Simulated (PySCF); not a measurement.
Consider 1-bromopropane, `CCCBr` (C3H7Br). Non-hydrogen atoms are numbered in `[CH3:1][CH2:2][CH2:3][Br:4]`.

Level of theory: ωB97X-D3(BJ)/ma-def2-TZVP single points in PySCF, grid level 2; every species was optimised with PBE0-D3(BJ)/def2-SVP. Zero-point and thermal terms (298.15 K, 1 bar) come from unscaled PBE0-D3(BJ)/def2-SVP harmonic frequencies, with soft modes damped to free rotors in the entropy.

**Question.** What are the vertical and the adiabatic ionisation energy for forming the radical cation?

**Answer.** 10.37 eV vertical and 10.27 eV adiabatic, the latter with zero-point energy.

**Question.** Where does the unpaired spin of the relaxed radical cation sit?

**Answer.** Br4 (bromine) 0.86 (intrinsic atomic orbital populations).

**Question.** How far is −ε(HOMO) from the vertical value by ΔSCF?

**Answer.** −ε(HOMO) = 10.27 eV, which is 0.10 eV below the ΔSCF value.

Caveats: spin-orbit coupling is left out of the energies, which matters for open shells on the heavier atoms; atoms from Ga to Kr are treated without relativity; the relaxed radical cation lies 0.03 eV above the vertical state at this level, which can't hold for one state at its own minimum: the structure, made at another level, misses this level's minimum.
